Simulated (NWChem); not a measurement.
# Ionisation of ClGe

```xyz
2

Ge     0.0000     0.0000     0.7648
Cl     0.0000     0.0000    -1.4397
```
Charge 0, spin multiplicity 2.

All runs are NWChem calculations. All single points use one geometry, from UB3LYP/def2-SVP, a minimum by its harmonic frequencies.

Basis set: def2-TZVP. −ε marks an orbital energy of the parent.

The Hamiltonian is non-relativistic. B3LYP has NWChem's definition, with VWN1-RPA local correlation. This spin state was chosen for the runs; another may lie lower. The structure started from a generated list of species. The unpaired electrons of the parent sit in orbitals of symmetry b2 (C2v labels of the run); other states weren't searched. The stability of the SCF solutions was not checked. Open-shell Hartree-Fock references start from PBE0 orbitals.

For the first vertical ionisation energy, −ε(alpha HOMO) of B3LYP gives 4.91 eV and −ε(alpha HOMO) of BHandHLYP gives 6.08 eV. What do −ε(alpha HOMO) of PBE, −ε(alpha HOMO) of BLYP, −ε(alpha HOMO) of HF give?

−ε(alpha HOMO) of PBE: 4.12 eV; −ε(alpha HOMO) of BLYP: 3.88 eV; −ε(alpha HOMO) of HF: 7.86 eV.
